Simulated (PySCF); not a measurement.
ZnF at UHF-SCS-MP2

Computed with UHF-SCS-MP2; Zn def2-TZVPPD, F def2-TZVPPD; no relativity (PySCF 2.14).

```json
{
 "state": "²Σ⁺ (doublet), unpaired electrons σ ↑",
 "bond length": "1.786 Å",
 "harmonic wavenumber": "605 cm⁻¹",
 "force constant": "3.16 mdyn/Å",
 "rotational constant Be": "0.3608 cm⁻¹",
 "anharmonicity ωexe": "3.06 cm⁻¹",
 "vibration–rotation constant αe": "0.00288 cm⁻¹",
 "well depth De to Zn + F": "3.17 eV",
 "dissociation energy D0": "3.14 eV"
}
```

Correlated steps freeze 6 core orbitals. The state is the lowest determinant that a PBE0 search found; another state may lie lower at other levels.
